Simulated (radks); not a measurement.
Pt2-, 80 electrons, occupied as [Hg]. All-electron calculation, scalar-relativistic Kohn-Sham, PBEsol, spin-polarised, spherical densities, finite nucleus; Fermi nuclear charge, rms radius 5.427 fm; Watson sphere of charge +2 and radius 2.82 bohr. Program: a radial shooting solver on a logarithmic mesh with Libxc functionals. Some entries of the table are withheld. Estimate them.

orbital,occ.,eigenvalue (eV),r(max) (bohr),<1/r> (bohr^-1)
1s,2,-78367.28,(1),93.88
2s,2,-13767.27,0.06125,22.01
2p,6,-11936.73,0.05059,(2)
3s,2,-3232.582,0.1727,8.157
3p,6,-2699.224,(3),7.463
3d,10,-2119.424,0.1398,7.031
4s,2,-693.1001,0.3899,3.491
4p,6,-518.0944,0.4101,(4)
4d,10,-305.2470,0.4182,2.826
5s,2,-100.4373,0.8688,1.418
4f,14,-68.7072,0.3848,2.389
5p,6,-54.7743,0.9780,1.196
6s,2,-6.9276,2.485,0.4280
5d,10,-5.8444,1.281,0.7463

Answer. 
(1) 1s r(max) (bohr): 0.01062
(2) 2p <1/r> (bohr^-1): 19.66
(3) 3p r(max) (bohr): 0.1718
(4) 4p <1/r> (bohr^-1): 3.157
